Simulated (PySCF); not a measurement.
Gas-phase reaction: 3 GaNH2 + C3H6 (cyclic) + 3 CH4 → 3 Ga(CH3)2NH2, at 1400 K and a standard pressure of 1 bar. Level: MP2/def2-TZVPP†.

Method: PySCF energies plus ideal-gas RRHO corrections (1 bar). † marks an energy on the PBE0/def2-TZVP geometry and frequencies. MP2 freezes the core. All species are closed-shell singlets. Ga: all electrons, no relativistic terms. Methyl groups turn as free rotors in Ga(CH3)2NH2. GaNH2, Ga(CH3)2NH2: computed as isolated molecules; such fragments, hydroxides, amides, oligomers or adducts are transient or little studied in the gas. MP2 isn't extrapolated to the basis-set limit; its ΔH°(298 K) is -315.4 kJ in def2-SVP and -366.3 kJ in def2-TZVPP. The harmonic model lacks anharmonicity and excited electronic states, which grow with temperature; levels with a mode under 35 cm⁻¹ are left out.

| species | E (Ha) | H(1400 K) − E (kJ/mol) | S°(1400 K) (J/mol/K) |
|---|---|---|---|
| GaNH2 | -1979.32395 | 141.4 | 344.0 |
| C3H6 (cyclic) | -117.61994 | 364.0 | 409.2 |
| CH4 | -40.41206 | 196.1 | 272.6 |
| Ga(CH3)2NH2 | -2058.98926 | 475.8 | 615.0 |
E: electronic energy; H − E holds the zero-point and thermal terms. 1 Ha = 2625.5 kJ/mol.

### Question
Work out ΔH°, ΔS°, ΔG° and log10 K from these numbers.

### Answer
1. ΔE = 3×(-2058.98926) − 3×(-1979.32395) − 1×(-117.61994) − 3×(-40.41206) = -0.13981 Ha = -367.1 kJ.
2. Δ(H − E) = 3×(475.8) − 3×(141.4) − 1×(364.0) − 3×(196.1) = 50.9 kJ, so ΔH° = -316.2 kJ.
3. ΔS° = 3×(615.0) − 3×(344.0) − 1×(409.2) − 3×(272.6) = -414.0 J/K; the number of gas molecules changes by -4.
4. ΔG° = ΔH° − TΔS° = -316.2 − 1400×(-414.0)/1000 = 263.4 kJ.
5. log10 K = −ΔG°/(RT ln 10) = -9.83, with RT ln 10 = 26.80 kJ/mol; at standard pressures the reactants are favoured.
6. A shift of 10 kJ in ΔE would move log10 K by 0.37 here.
For scale, ΔH°(298 K) is -366 kJ at this level, -272 kJ at ωB97M-V/def2-TZVP†, and runs from -370 to -139 kJ over the 18 levels computed.
